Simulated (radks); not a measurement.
Problem. Te2-, 54 electrons, occupied as [Xe]. Method: scalar-relativistic Kohn-Sham, LDA (Slater exchange, Perdew-Wang correlation), spin-polarised, spherical densities, point nucleus; Watson sphere of charge +1.22 and radius 4.98 bohr; computed with a radial shooting solver on a logarithmic mesh with Libxc functionals. Some entries of the table are withheld. Estimate them.

| orbital | occ. | eigenvalue (eV) | <r> (bohr) | <1/r> (bohr^-1) |
|---|---|---|---|---|
| 1s | 2 | -31586.32 | (1) | 55.52 |
| 2s | 2 | -4838.709 | 0.1200 | 12.71 |
| 2p | 6 | -4345.442 | 0.1048 | 12.18 |
| 3s | 2 | -956.7167 | 0.3226 | 4.537 |
| 3p | 6 | -796.3621 | 0.3206 | 4.319 |
| 3d | 10 | -553.1948 | 0.2970 | 4.086 |
| 4s | 2 | -156.8952 | 0.7647 | 1.826 |
| 4p | 6 | (2) | 0.8213 | 1.667 |
| 4d | 10 | -34.6088 | 0.9739 | 1.368 |
| 5s | 2 | -8.7687 | 2.147 | 0.6103 |
| 5p | 6 | -0.4116 | 3.253 | 0.4149 |

Solution. 
(1) 1s <r> (bohr): 0.02784
(2) 4p eigenvalue (eV): -107.0968
